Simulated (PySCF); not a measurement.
**Rb¹⁶⁺: ionisation energy**

Rb¹⁶⁺ [Ar] 3d3 (4F) → Rb¹⁷⁺ [Ar] 3d2 (3F), as a difference of total energies. All numbers are calculated (PySCF 2.14, scalar relativity by spin-free X2C-1e, in an uncontracted even-tempered set (19 s from 1.2 bohr⁻², ratio 2.5; 12 p from 1.6 bohr⁻², ratio 2.5; 8 d from 1.6 bohr⁻², ratio 2.5; 4 f from 6.4 bohr⁻², ratio 2.7; 4 g from 9.7 bohr⁻², ratio 2.7)). Correlated levels: outer shells: [Ne] frozen; virtual orbitals above 40 to 60 times the deepest correlated orbital energy dropped. The calculations carry no spin-orbit coupling.

```csv
method,ionisation energy (eV)
UHF,601.38
LDA,602.27
PBE,601.97
PBE0,602.21
r2SCAN,602.85
MP2 (outer shells),601.93
SCS-MP2 (outer shells),601.66
```

Q: How much does correlation contribute at MP2 (outer shells)?

A: 601.93 − (601.38) = 0.55 eV, measured against UHF.

A first-order spin-orbit estimate (lowest level to lowest level, LS coupling) adds -0.078 eV.

Breit and QED terms and the two-electron picture change are absent.

For comparison: 601 ± 3 eV (theoretical estimate listed by NIST; NIST Atomic Spectra Database, ionization energies).
